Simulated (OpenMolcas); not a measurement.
Rh3+: the spin-orbit constant, worked from levels

```yaml
Program: OpenMolcas 26.06
Basis: ANO-RCC-VTZP [7s6p4d2f1g]
Scalar_Hamiltonian: DKH2, point nucleus
Active_space: 6 electrons in 9 orbitals (RAS2 4d 5s; RAS3 5p, at most 2 electrons)
State_averaging: 2S+1 = 5 even, 30 roots; 2S+1 = 7 even, 1 root kept (CI in the orbitals of an earlier block); 2S+1 = 3 even, 87 roots kept (CI in the orbitals of an earlier block); 2S+1 = 1 even, 86 roots kept (CI in the orbitals of an earlier block); 2S+1 = 5 odd, 54 roots (12 in the spin-orbit step); 2S+1 = 7 odd, 3 roots kept (CI in the orbitals of an earlier block); 2S+1 = 3 odd, 35 roots kept (CI in the orbitals of an earlier block, 0 in the spin-orbit step); 2S+1 = 1 odd, 11 roots kept (CI in the orbitals of an earlier block, 0 in the spin-orbit step)
Spin-orbit_coupling: RASSI with atomic mean-field integrals over the reference wave functions, term energies averaged over their components
```

Methods: RASSCF; MS-RASPT2, IPEA 0.25 Eh, imaginary shift 0.1 Eh (closed shells correlated: 4s 4p).

**The spin-orbit constant.** For the Hund term 5D of d6, E(J) = (A/2) J(J+1) + constant and ζ = -2S·A = -4A. From J = 0 to J = 4 the energy changes by 10 A.

```
   Source  E(4) - E(0)       A     ζ
   RASSCF      -3493.5  -349.4  1397
MS-RASPT2      -3457.8  -345.8  1383
```

All in cm-1. Both methods take the spin-orbit matrix elements from the reference wave functions, so the second can move ζ only through the term energies and any multistate remixing. Second-order mixing with other terms is absorbed into this ζ.

Term energies are means over components that CASPT2 splits; among the terms shown or strongly mixed into the levels shown the widest spread is 10 cm-1 (4d6 5D, MS-RASPT2). Some high roots are left out of the spin-orbit mixing, which shifts the levels that they would mix with. Without dynamic correlation excited terms often stand tens of per cent too high (terms of higher spin than the ground term too low), and those without a measured partner can miss by more than the paired ones (holds for RASSCF). Blocks of more than 70 roots (2S+1 = 3 even, 1 even) ran without multistate coupling (holds for MS-RASPT2). Levels of configurations outside the active space are missing.
